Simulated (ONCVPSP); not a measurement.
# Reading a pseudo-wave (S (Z = 16))

Columns: radius, all-electron u(r) and pseudo u(r) of the 2p shell (level -162.14 eV) of sulfur in the configuration [He] 2s2 2p6 3s2 3p3.5; BLYP, scalar-relativistic, ONCV scheme, ONCVPSP 4.0.1.

```csv
r (bohr),all-electron,pseudo
0.035,0.1237,0.0490
0.070,0.3738,0.1855
0.105,0.6493,0.3922
0.140,0.8996,0.6398
0.175,1.1046,0.8965
0.210,1.2581,1.1326
0.245,1.3624,1.3244
0.280,1.4233,1.4586
0.315,1.4478,1.5318
0.350,1.4428,1.5485
0.385,1.4146,1.5193
0.420,1.3694,1.4580
0.455,1.3117,1.3775
0.490,1.2457,1.2888
0.525,1.1745,1.1990
0.560,1.1006,1.1122
0.595,1.0260,1.0303
0.630,0.9520,0.9530
0.665,0.8799,0.8799
0.700,0.8105,0.8103
0.735,0.7443,0.7441
0.770,0.6816,0.6814
0.805,0.6227,0.6226
0.840,0.5677,0.5676
0.875,0.5165,0.5164
0.910,0.4691,0.4690
```

Problem. How many radial nodes do the two functions have?

Solution. The all-electron 2p function has n − l − 1 = 0; the pseudo-wave has 0.

Problem. At about which radius was the pseudo-wave matched?

Solution. 0.70 bohr, where the columns begin to agree (steps of 0.04 bohr).

Problem. Where does each function peak?

Solution. Outermost all-electron maximum near 0.32 bohr, pseudo maximum near 0.35 bohr (to the table’s step).

Problem. Is the pseudo-wave norm-conserving?

Solution. Yes: the ONCV scheme keeps the norm inside the radius equal to the all-electron one, which fixes the energy derivative of the logarithmic derivative at the level.
